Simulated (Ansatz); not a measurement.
Basis-set series for C2H7NSSi (`[SiH3]C1NCS1`). Total charge 0; spin multiplicity 1. The structure was optimised at the PBE0-D4/def2-TZVP level.

| functional | basis | functions | energy (Eh) | HOMO (eV) | LUMO (eV) |
| --- | --- | --- | --- | --- | --- |
| PBE0-D4 | def2-TZVPP | 275 | -822.47036 | -6.37 | -0.42 |
| PBE0-D4 | def2-QZVPP | 521 | -822.50007 | -6.40 | -0.56 |
| ωB97M-V | def2-TZVPP | 275 | -822.77505 | -8.57 | 1.56 |
| ωB97M-V | def2-QZVPP | 521 | -822.80310 | -8.60 | 1.23 |

**Question.** Give the rows for def2-SVP. (Estimate.)

**Answer.** Computed: 
| functional | basis | functions | energy (Eh) | HOMO (eV) | LUMO (eV) |
| --- | --- | --- | --- | --- | --- |
| PBE0-D4 | def2-SVP | 113 | -822.07869 | -6.27 | 0.01 |
| ωB97M-V | def2-SVP | 113 | -822.37686 | -8.45 | 2.20 |

Positive LUMOs are unbound and depend on the basis.
